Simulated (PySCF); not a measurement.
Species: C₈H₅FS.
SMILES: `Fc1cccc2cscc12`

Level: wB97X-D/def2-SVPD in PySCF, non-relativistic, on one gas-phase PBE0-D3(BJ)/def2-SVP geometry that isn't relaxed in the solvent. The solvent is an IEF-PCM continuum (Bondi radii, 1.10 Å for H, scaled by 1.2), and excitations are vertical TDDFT with non-equilibrium linear response and a frozen core. The model holds no explicit solvent molecules, cavitation or dispersion.

```tsv
run	E − E(gas) (kcal/mol)	HOMO (eV)	HOMO–LUMO gap (eV)	dipole (D)	lowest singlet (eV)	static polarisability (au)
gas	0.00	-7.72	7.60	1.39	3.90	111.7
P	-3.99	-7.71	7.61	1.88	3.84	165.0
Q	-2.78	-7.70	7.61	1.73	3.84	147.1
```

**Question.** The runs were made in chloroform and dimethylsulfoxide. Which run belongs to which solvent?

**Answer.** P = dimethylsulfoxide, Q = chloroform. The dielectric constants are 4.711 (chloroform), 46.83 (dimethylsulfoxide), and the energy falls further as ε rises. The optical constants n² used for the excitations are 2.09, 2.19 in the same order. In this model the ground state sees the solvent through ε alone.

**Question.** How constant is the ratio of the lowering to (ε − 1)/(2ε + 1)?

**Answer.** 
```tsv
solvent	(ε − 1)/(2ε + 1)	E − E(gas) (kcal/mol)	ratio (kcal/mol)	polarisation term (kcal/mol)
chloroform	0.356	-2.78	-7.8	-3.06
dimethylsulfoxide	0.484	-3.99	-8.2	-4.59
```

The ratio changes by +5.7 % in size from chloroform to dimethylsulfoxide. The polarisation term is half the interaction of the solute with the induced surface charges.

Cost: about 80 s of CPU time on one thread; the machine was shared, so the figure is rough. This is the whole response run at wB97X-D/def2-SVPD in dimethylsulfoxide, SCF included.

wB97X-D is run here without its empirical dispersion term; that term would change no orbital, density or response property at a fixed geometry.
